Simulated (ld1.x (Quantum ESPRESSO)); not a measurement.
# Varying the ultrasoft potential for Cr

Base potential:

```json
{
  "Element": "Cr (Z = 24)",
  "Generator": "ld1.x (Quantum ESPRESSO) 7.5",
  "Type": "ultrasoft",
  "Functional": "LDA (PZ)",
  "Relativity": "fully relativistic",
  "Frozen core": "[Ne]",
  "Valence charge": "14",
  "Reference configuration": "3s2 3p6 3d5 4s1 4p0",
  "Partial waves": "3s (bound): rcut 1.20, rcutus 1.25 bohr; 4s (bound): rcut 1.20, rcutus 1.25 bohr; 3p (bound): rcut 1.35, rcutus 1.55 bohr; 4p (bound, empty): rcut 1.35, rcutus 1.55 bohr; 3d (bound): rcut 1.55, rcutus 1.95 bohr; 3d channel at 4 Ry: rcut 1.55, rcutus 1.95 bohr",
  "Local potential": "all-electron potential smoothed inside 1.75 bohr (lloc = -2)",
  "Core correction": "a·sin(br)/r model core, default radius (core density twice the valence density)",
  "Augmentation charge": "PSQ, inside the norm-conserving radii"
}
```

Open shells are filled in proportion to 2j + 1 (rel_dist='average').

All-electron outer shells of the reference configuration (LDA (PZ), scalar-relativistic, ld1.x):

| shell | level (eV) | outermost node (bohr) | outermost maximum (bohr) |
| --- | --- | --- | --- |
| 2s | -665.48 | 0.09 | 0.24 |
| 2p | -560.31 | – | 0.20 |
| 3s | -73.56 | 0.36 | 0.78 |
| 3p | -45.35 | 0.33 | 0.80 |
| 4s | -4.20 | 1.12 | 2.74 |
| 3d | -3.13 | – | 0.84 |
| 4p | -1.08 | 1.25 | 3.85 |

Cutoffs, loose and tight: the cutoffs (Ry, on a coarse ladder) from which the occupation-weighted sum of valence levels, in a spherical-Bessel basis at the reference potential, stays within 10 and 1 mRy of its value at 400 Ry. They do not see the model core or the augmentation charge, which bear on the density cutoff. Test errors are all-electron minus pseudo excitation energies from the reference, over the configurations 3s2 3p6 3d5 4s0 4p0; 3s2 3p6 3d4 4s0 4p0; 3s2 3p6 3d3 4s0 4p0; 3s2 3p6 3d4 4s2 4p0; 3s2 3p6 3d2 4s0 4p0; 3s2 3p6 3d6 4s0 4p0; 3s2 3p6 3d4 4s1 4p1. A dash means not determined; rows that change the core or the reference have their own tests. The largest error is taken over the tests solved by every variant that gives reliable tests at all: 3s2 3p6 3d2 4s0 4p0; 3s2 3p6 3d4 4s1 4p1; 3s2 3p6 3d4 4s2 4p0; 3s2 3p6 3d5 4s0 4p0; 3s2 3p6 3d6 4s0 4p0.

Cutoffs are not given where the Bessel-basis levels miss the radial ones by over 6 mRy, ghosts where they miss by over 20 mRy; a channel whose overlap is not positive is not tested.

```tsv
change	outcome	cutoff, loose	cutoff, tight	bound ghosts	largest test error (meV)
base	generated	35 Ry	70 Ry	none	+258
local potential all-electron potential smoothed inside 1.24 bohr (lloc = -2)	generated	35 Ry	70 Ry	none	+287
local potential all-electron potential smoothed inside 1.42 bohr (lloc = -2)	generated	35 Ry	70 Ry	none	+269
local potential all-electron potential smoothed inside 1.66 bohr (lloc = -2)	generated	35 Ry	70 Ry	none	+255
local potential all-electron potential smoothed inside 1.80 bohr (lloc = -2)	generated	35 Ry	70 Ry	none	+258
local potential all-electron potential smoothed inside 1.98 bohr (lloc = -2)	generated	35 Ry	70 Ry	none	+256
local potential all-electron potential smoothed inside 2.20 bohr (lloc = -2)	generated	35 Ry	70 Ry	none	+248
```

(1) What comes out with this change to the base: local potential all-electron potential smoothed inside 1.06 bohr (lloc = -2)?

(2) What comes out with this change to the base: local potential all-electron potential smoothed inside 0.78 bohr (lloc = -2)?

## Answers

(1) outcome: generated, overlap not positive; bound ghosts: not determined (overlap not positive); largest test error (meV): +264. A file whose overlap is not positive is unfit for use, and its test errors describe a broken file.

(2) outcome: generated, overlap not positive; bound ghosts: not determined (overlap not positive); largest test error (meV): +417. A file whose overlap is not positive is unfit for use, and its test errors describe a broken file.

Reading the sweep of the rcloc (base included, trends over the rows without a ghost): The loose cutoff stays near 35 Ry.
